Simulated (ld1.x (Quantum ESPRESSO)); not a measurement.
# Rh (Z = 45): TM pseudisation with revPBE, scalar-relativistic reference atom.

rhodium (Rh), norm-conserving Troullier–Martins (Kleinman–Bylander form), made with ld1.x (Quantum ESPRESSO) 7.5 (revPBE, scalar-relativistic). Core [Kr], reference 4d8 5s0.5 5p0 (charge +0.5). Waves: 5p (bound, empty): rc 2.62 bohr; 4d (bound): rc 1.88 bohr; 4f channel at 0.05 Ry: rc 2.24 bohr; 5s (bound): rc 2.10 bohr. Local part: the s channel. Core correction: a·sin(br)/r model core, default radius (core density twice the valence density).

Poles of the logarithmic derivatives, all-electron (AE) and pseudo (PS). s: poles at 1.1 (AE) and 1.0, 4.7 (PS) Ry. p: poles at 2.2 (AE) and 2.0 (PS) Ry. d: poles at -0.5, 4.2 (AE) and -0.5 (PS) Ry. f: poles at 2.7 (AE) and 3.0 (PS) Ry. Test radius 2.86 bohr.

* Cutoffs needed: 50 Ry and 60 Ry (the cutoffs (Ry, on a coarse ladder) from which the occupation-weighted sum of valence levels, in a spherical-Bessel basis at the reference potential, stays within 10 and 1 mRy of its value at 400 Ry)
* Ghost test: no extra level below or beside the all-electron valence levels (p, d, f, s tested) (spherical-Bessel basis up to 400 Ry, 20 bohr box)
* Largest excitation error: -150 meV (all-electron minus pseudo) for 4d7 5s2 5p0, out of 7 test configurations
